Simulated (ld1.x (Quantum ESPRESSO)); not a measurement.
krypton: excitation energies, all-electron against ultrasoft

* Element: krypton (Kr)
* Generator: ld1.x (Quantum ESPRESSO) 7.5
* Type: ultrasoft
* Functional: PW91
* Relativity: scalar-relativistic
* Frozen core: [Ar] 3d10
* Valence charge: 8
* Reference configuration: 4s2 4p6
* Partial waves: 4s (bound): rcut 0.95, rcutus 1.30 bohr; 4s channel at -0.35 Ry: rcut 0.95, rcutus 1.30 bohr; 4p (bound): rcut 1.40, rcutus 1.75 bohr; 4p channel at 1.3 Ry: rcut 1.40, rcutus 1.75 bohr; 4d channel at 0.2 Ry: rcut 1.40, rcutus 1.90 bohr; 4d channel at 0.9 Ry: rcut 1.40, rcutus 1.90 bohr
* Local potential: all-electron potential smoothed inside 1.65 bohr (lloc = -1)
* Core correction: a·sin(br)/r model core inside 1.10 bohr
* Augmentation charge: built from norm-conserving waves at rcut, not smoothed further

Energies are relative to the spin-unpolarised reference configuration 4s2 4p6; without spin polarisation the order of configurations can differ from experiment.

**Question.** Give the all-electron excitation energy and the error of the potential for: 4s2 4p5; 4s2 4p4; 4s2 4p3; 4s1 4p6; 4s2 4p5.5; 4s2 4p2.

**Answer.**

| valence configuration | charge | ΔE all-electron (eV) | error AE − PS (meV) |
| --- | --- | --- | --- |
| 4s2 4p5 | +1 | 14.346 | -3.2 |
| 4s2 4p4 | +2 | 39.589 | -11 |
| 4s2 4p3 | +3 | 76.747 | -27 |
| 4s1 4p6 | +1 | 28.875 | -20 |
| 4s2 4p5.5 | +0.5 | 5.883 | -1.3 |
| 4s2 4p2 | +4 | 126.664 | -57 |
